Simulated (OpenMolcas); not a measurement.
**What dynamic correlation does to the levels of S+**

```yaml
Program: OpenMolcas 26.06
Basis: ANO-R2 [5s4p3d1f]
Scalar_Hamiltonian: X2C, finite nucleus
Active_space: 5 electrons in 4 orbitals (3s 3p)
State_averaging: 2S+1 = 4 odd, 1 root; 2S+1 = 2 odd, 8 roots; 2S+1 = 4 even, 3 roots; 2S+1 = 2 even, 9 roots
Spin-orbit_coupling: state interaction with AMFI integrals over the reference wave functions, term energies averaged over their components
```

Methods on the same reference wave functions:
A. CASSCF
B. SS-CASPT2, IPEA 0.25 Eh, imaginary shift 0.1 Eh (closed shells correlated: 2s 2p)

Energies in cm⁻¹ above 3s² 3p³ ⁴S°_3/2, the measured ground level; measured values from NIST Handbook of Basic Atomic Spectroscopic Data.

| Level | A | B | Measured |
| --- | --- | --- | --- |
| 3s² 3p³ ⁴S°_3/2 | 0.0 | 0.0 | 0.0 |
| 3s² 3p³ ²D°_3/2 | 19178 | 15700 | 14853 |
| 3s² 3p³ ²D°_5/2 | 19211 | 15730 | 14885 |
| 3s² 3p³ ²P°_1/2 | 26213 | 25340 | 24525 |
| 3s² 3p³ ²P°_3/2 | 26236 | 25360 | 24572 |
| 3s 3p⁴ ⁴P_5/2 | 86543 | 82860 | 79395 |
| 3s 3p⁴ ⁴P_3/2 | 86910 | 83230 | 79757 |
| 3s 3p⁴ ⁴P_1/2 | 87125 | 83450 | 79963 |
| 3s 3p⁴ ²D_3/2 | 124342 | 109230 | 97891 |
| 3s 3p⁴ ²D_5/2 | 124347 | 109240 | 97919 |
| 3s 3p⁴ ²S_1/2 | 143235 | 133800 | 119784 |
| 3s 3p⁴ ²P_3/2 | 160566 | 144000 |  |
| 3s 3p⁴ ²P_1/2 | 161004 | 144440 |  |

Deviations, from unrounded energies. A percentage is the sum of absolute deviations over the sum of measured energies, with the sign that they share, or ± where signs differ.

```
                        Against measurement  Levels      A     B
             mean absolute deviation (cm-1)      10  11000  5000
other terms of the ground configuration (%)       4  +15.2  +4.2
                   other configurations (%)       6  +17.6  +8.5
```

B lies closest to measurement on these levels. The largest miss of B in the table is 3s 3p⁴ ²S_1/2, by +14000 cm-1. The ranking rests on the paired levels alone, and a cruder setting can come out closer through cancelling errors.

From A to B the spin-free energies of the other terms of 3s² 3p³ shown, above ⁴S°, scale by factors of 0.82 to 0.97.

The lowest spin-free term lies below A's lowest term by 0.288 hartree in B.

CASPT2 does not keep the components of a term degenerate, so their means are used; among the terms shown or strongly mixed into the levels shown the widest spread is 1000 cm-1 (3s 3p⁴ ²D, B). Over all roots computed the reference weight is 0.88 to 0.95 in B; the roots of lowest weight are the least certain, and an intruder state may touch them. Terms of s pⁿ other than that of highest spin mix with s² pⁿ⁻² d, which this space lacks; all of them can be thousands of cm-1 off, and some have no real level of that name. Without dynamic correlation excited terms often stand tens of per cent too high (terms of higher spin than the ground term too low), and those without a measured partner can miss by more than the paired ones (holds for A). Measured partners are found by configuration, term and J. A level has none where our copy of the source lacks it or the pairing is in doubt (some pairs that miss far off the trend of their configuration count as doubtful), and it then counts in no deviation. Levels of configurations outside the active space are missing.

° marks odd parity.
